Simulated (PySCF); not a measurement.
Radial density of I (iodine, neutral)

UHF, [Kr] 4d10 5s2 5p5, 2P determinant. Calculation: PySCF 2.14, in x2c-SVPall (6s5p3d, 36 functions); the spin-free X2C one-electron Hamiltonian (Gaussian nucleus).

| r (bohr) | 4πr²ρ (e/bohr) | 4πr²(ρα − ρβ) |
| --- | --- | --- |
| 0.0206 | 68.99 | 0.0037 |
| 0.0346 | 59.43 | 0.0121 |
| 0.0582 | 75.01 | 0.0207 |
| 0.0980 | 85.57 | 0.0033 |
| 0.165 | 62.82 | 0.0140 |
| 0.277 | 71.14 | 0.0284 |
| 0.466 | 25.17 | 0.0427 |
| 0.784 | 26.84 | 0.0392 |
| 1.32 | 7.872 | 0.1968 |
| 2.22 | 3.714 | 0.5130 |
| 3.73 | 0.7555 | 0.1244 |
| 6.28 | 0.007053 | 0.0012 |

Densities and radii are taken from the X2C orbitals without a picture-change correction, which distorts them close to the nucleus.
